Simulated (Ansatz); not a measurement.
Reaction (substitution at a C–C bond): `FC(F)(F)COBCl` + `OBCl` → `FC(F)(F)OBCl` + `COBCl`

Program: Ansatz. Geometries: PBE0-D4/def2-TZVP. ΔE: electronic, gas phase. CCSD(T)/CBS is the MP2 limit (def2-TZVPP, def2-QZVPP) plus CCSD(T) − MP2 in def2-TZVPP, frozen cores. This one scheme is used for every species. DFT in def2-TZVPP. B3LYP here is the variant with VWN-RPA as its local correlation; programs differ in this. One conformer a species, not always the lowest.

`FC(F)(F)COBCl`:

Z-matrix (Å, degrees):
```
C
F 1 1.331
F 1 1.336 2 107.8
F 1 1.338 2 108.1 3 -116.5
C 1 1.515 2 112.2 3 123.0
O 5 1.402 1 110.0 2 -59.8
H 5 1.094 1 107.8 2 177.6
H 5 1.091 1 108.0 2 59.2
B 6 1.345 5 121.2 1 -106.9
Cl 9 1.745 6 118.0 5 177.9
H 9 1.194 6 122.1 5 -3.0
```

`OBCl`:

Cartesian coordinates in Å:
```
O 0.320 0.986 -0.228
B 0.069 -0.330 -0.243
Cl -0.812 -1.103 1.077
H -0.020 1.439 0.550
H 0.443 -0.992 -1.157
```

`FC(F)(F)OBCl`:

Cartesian coordinates in Å:
```
F 0.471 -1.661 0.404
C -0.261 -0.941 -0.442
F -1.338 -1.632 -0.762
F 0.460 -0.744 -1.543
O -0.652 0.234 0.113
B 0.259 1.154 0.543
Cl -0.368 2.616 1.234
H 1.429 0.974 0.453
```

`COBCl`:

```xyz
8

C     0.713    0.840    0.238
O     0.453   -0.481   -0.199
B    -0.789   -0.964   -0.276
Cl   -1.007   -2.615   -0.829
H     1.235    1.374   -0.557
H    -0.211    1.368    0.488
H     1.357    0.796    1.118
H    -1.752   -0.318    0.016
```

```json
{"level": "PBE-D4", "ΔE (kcal/mol)": "7.0", "difference from CCSD(T)/CBS": "-0.5"}
{"level": "r2SCAN-D4", "ΔE (kcal/mol)": "6.0", "difference from CCSD(T)/CBS": "-1.5"}
{"level": "PBE0-D4", "ΔE (kcal/mol)": "6.4", "difference from CCSD(T)/CBS": "-1.1"}
{"level": "B3LYP-D4", "ΔE (kcal/mol)": "6.4", "difference from CCSD(T)/CBS": "-1.1"}
{"level": "ωB97M-V", "ΔE (kcal/mol)": "6.5", "difference from CCSD(T)/CBS": "-1.0"}
{"level": "B2PLYP", "ΔE (kcal/mol)": "6.3", "difference from CCSD(T)/CBS": "-1.2"}
{"level": "PBE0", "ΔE (kcal/mol)": "6.1", "difference from CCSD(T)/CBS": "-1.4"}
{"level": "B3LYP", "ΔE (kcal/mol)": "5.9", "difference from CCSD(T)/CBS": "-1.6"}
{"level": "HF/def2-TZVPP", "ΔE (kcal/mol)": "3.6", "difference from CCSD(T)/CBS": "-3.9"}
{"level": "MP2/def2-TZVPP", "ΔE (kcal/mol)": "7.1", "difference from CCSD(T)/CBS": "-0.4"}
{"level": "CCSD(T)/def2-TZVPP", "ΔE (kcal/mol)": "6.6", "difference from CCSD(T)/CBS": "-0.9"}
{"level": "HF/def2-QZVPP", "ΔE (kcal/mol)": "3.5", "difference from CCSD(T)/CBS": "-4.0"}
{"level": "SCS-MP2/def2-QZVPP", "ΔE (kcal/mol)": "7.1", "difference from CCSD(T)/CBS": "-0.4"}
{"level": "HF/CBS(def2)", "ΔE (kcal/mol)": "3.5", "difference from CCSD(T)/CBS": "-4.0"}
{"level": "MP2/CBS(def2)", "ΔE (kcal/mol)": "8.0", "difference from CCSD(T)/CBS": "0.5"}
{"level": "CCSD/CBS(def2)", "ΔE (kcal/mol)": "7.2", "difference from CCSD(T)/CBS": "-0.3"}
{"level": "CCSD(T)/CBS", "ΔE (kcal/mol)": "7.5", "difference from CCSD(T)/CBS": "0"}
```

Largest T1 diagnostic among the species: 0.012.

In def2-TZVPP, CCSD(T) changes the Hartree–Fock value by +3.0 kcal/mol (the triples alone add +0.2 kcal/mol) and MP2 by +3.5 kcal/mol.
